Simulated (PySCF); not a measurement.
Compound: C5H3O3 (doublet state).
Atom-mapped SMILES: `[O:1]=[C:2]([OH:3])[c:4]1[c:5][cH:6][o:7][cH:8]1` (hydrogens: H9 on O3; H10 on C6; H11 on C8)

Structure optimised with GFN2-xTB, isolated species. This method treats the open shell by occupation alone, without spin polarisation.

(1) List the bond lengths, angles and torsions at this level.

Results:

(1) 
```tsv
bond	length (bohr)	order
O1=C2	2.277	double
C2–O3	2.529	single
C2–C4	2.767	single
C4–C5	2.670	aromatic
C5–C6	2.547	aromatic
C6–O7	2.565	aromatic
O7–C8	2.522	aromatic
C4–C8	2.601	aromatic
O3–H9	1.833	single
C6–H10	2.022	single
C8–H11	2.027	single
```

Orders are formal, as drawn. A selection of angles:
```tsv
angle	degrees
O1–C2–O3	122.9
O1–C2–C4	124.7
O3–C2–C4	112.4
C2–C4–C5	129.6
C2–C4–C8	126.7
C5–C4–C8	103.7
C4–C5–C6	108.7
C5–C6–O7	108.8
C6–O7–C8	107.6
C4–C8–O7	111.2
H9–O3–C2	110.1
```

Dihedral angles: O1–C2–C4–C5 180° (antiperiplanar); H9–O3–C2–O1 0° (synperiplanar).

O3 (oxygen bonded to C and H) is bent (angle 110.1°). The 4 C–O bonds span 1.205 Å (O1=C2, drawn double) to 1.357 Å (C6–O7, aromatic), a spread of 0.152 Å. The C–C distances run from 1.348 Å (C5–C6, aromatic) to 1.464 Å (C2–C4, drawn single), a spread of 0.116 Å. C5 (carbon bonded to 2 C) is bent (angle 108.7°). The 8 heavy atoms lie in one plane (0.000 Å rms). The 5-membered ring C4–C5–C6–O7–C8 has internal angles of 103.7° to 111.2° (sum 540°, against 540° for a flat polygon); it is planar, 0.00 Å rms from its mean plane, widest ring torsion 0°. C4 (carbon bonded to 3 C) is planar (angles 129.6°, 126.7° and 103.7°, sum 360.0°, 0.00 Å off the plane of its three neighbours).

Point group: Cs (tolerance 0.08 Å). Stationary, but not proved a minimum. Torsions: O1–C2–O3–H 0°, O1–C2–C4–C5 180°.

One conformer stands for the species.

These are computed values.
